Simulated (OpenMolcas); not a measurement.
# B⁺: from RASSCF to RASPT2

```json
{
  "Program": "OpenMolcas",
  "Basis": "ANO-RCC [9s8p5d3f2g]",
  "Scalar Hamiltonian": "DKH2, point nucleus",
  "Active space": "2 electrons in 9 orbitals (RAS2 2s 2p; RAS3 3d, at most 2 electrons)",
  "State averaging": "2S+1 = 3 even, 3 roots; 2S+1 = 1 even, 7 roots; 2S+1 = 3 odd, 3 roots; 2S+1 = 1 odd, 3 roots",
  "Spin-orbit coupling": "state interaction with AMFI integrals over the reference wave functions, term energies averaged over their components"
}
```

Methods on the same reference wave functions:
A. RASSCF
B. SS-RASPT2, IPEA 0.25 Eh, imaginary shift 0.1 Eh (closed shells correlated: 1s)
C. MS-RASPT2, IPEA 0.25 Eh, imaginary shift 0.1 Eh (closed shells correlated: 1s)

Energies in cm-1 above 2s2 1S0, the measured ground level; measured values from NIST Handbook of Basic Atomic Spectroscopic Data.

| Level | A | B | C | Measured |
| --- | --- | --- | --- | --- |
| 2s2 1S0 | 0.0 | 0.0 | 0.0 | 0.0 |
| 2s 2p 3P* 0 | 36668 | 37260 | 37301 | 37336 |
| 2s 2p 3P* 1 | 36675 | 37268 | 37309 | 37342 |
| 2s 2p 3P* 2 | 36690 | 37282 | 37323 | 37358 |
| 2s 2p 1P* 1 | 75341 | 73613 | 73654 | 73397 |
| 2p2 3P0 | 99264 | 99046 | 99087 | 98911 |
| 2p2 3P1 | 99272 | 99054 | 99095 | 98920 |
| 2p2 3P2 | 99286 | 99068 | 99109 | 98933 |
| 2p2 1D2 | 103453 | 102573 | 102614 | 102363 |
| 2p2 1S0 | 136698 | 129525 | 129607 | 127661 |

Deviations, from unrounded energies. A percentage is the sum of absolute deviations over the sum of measured energies, with the sign that they share, or ± where signs differ.

```csv
Against measurement,Levels,A,B,C
mean absolute deviation (cm-1),9,1700,320,340
other configurations (%),9,±2.1,±0.4,±0.4
```

B, C lie about equally close to measurement and A furthest from it. The largest miss of B in the table is 2p2 1S0, by +1900 cm-1. The ranking rests on the paired levels alone, and a cruder setting can come out closer through cancelling errors.

Between B and C the level of the table that moves most is 2p2 1S0, by 82 cm-1 (lowest in B, highest in C).

The lowest spin-free term lies below A's lowest term by 0.050 hartree in B, 0.050 hartree in C.

Active for correlation alone: 3d; no level in the range computed is led by a configuration that fills it, so any true level of that kind is missing. Without dynamic correlation excited terms often stand tens of per cent too high (terms of higher spin than the ground term too low), and those without a measured partner can miss by more than the paired ones (holds for A). Computed and measured levels are paired by configuration, term and J; levels that our copy of the source lacks, or whose pairing is in doubt (as where it misses far off the trend of its configuration), stay unpaired and out of the deviations. Only configurations of the active space appear.

* marks odd parity.
